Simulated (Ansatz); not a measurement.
CH₄BrFSSi, SMILES `C[Si](F)(S)Br`, 9 atoms. The species carries charge 0 and has multiplicity 1. Correlated methods include outer-core shells of Br, which these sets cover unevenly. Scalar relativity is left out up to krypton. All runs use 4 threads of an Arm Neoverse V2 on a shared host. Correlated methods freeze the cores.

Q: How many basis functions does each run have, and how long does it take in Ansatz? RKS ωB97M-V/def2-TZVPP energy and forces; RKS SPW92 (LDA)/def2-TZVPP energy; RKS PBE0-D4/def2-QZVPP energy; RKS ωB97M-V/def2-QZVPP energy; RHF-CCSD(T)/def2-TZVPP energy; RKS PBE0-D4/def2-TZVP frequencies; RKS PBE0-D4/def2-TZVP relaxation (7 steps); RKS HSE06 (plane-wave form)-D4/def2-TZVPP energy; direct RPA on PBE orbitals/def2-TZVPP energy; RKS r2SCAN-D4/def2-TZVPP energy and forces; RHF-CCSD(T)/def2-SVP energy; RHF-MP2/def2-QZVPP energy. (An estimate is asked.)

A: Ansatz gave: Other jobs shared the machine, so times are rough.

```
                                    level                   job  functions  wall time  peak host memory (GiB)
               RKS SPW92 (LDA)/def2-TZVPP                energy        250      1.4 s                    0.37
RKS HSE06 (plane-wave form)-D4/def2-TZVPP                energy        250      4.5 s                    0.96
    direct RPA on PBE orbitals/def2-TZVPP                energy        250      4.9 s                    0.59
                 RKS r2SCAN-D4/def2-TZVPP     energy and forces        250        6 s                     0.4
                     RHF-CCSD(T)/def2-SVP                energy        116        8 s                    0.57
                   RKS PBE0-D4/def2-QZVPP                energy        463       10 s                     2.2
                   RKS ωB97M-V/def2-TZVPP     energy and forces        250       15 s                     1.1
                       RHF-MP2/def2-QZVPP                energy        463       21 s                     2.8
                   RKS ωB97M-V/def2-QZVPP                energy        463       22 s                     2.5
                    RKS PBE0-D4/def2-TZVP  relaxation (7 steps)        208       35 s                     0.7
                    RKS PBE0-D4/def2-TZVP           frequencies        208    2.6 min                    0.69
                   RHF-CCSD(T)/def2-TZVPP                energy        250    3.5 min                     5.3
```
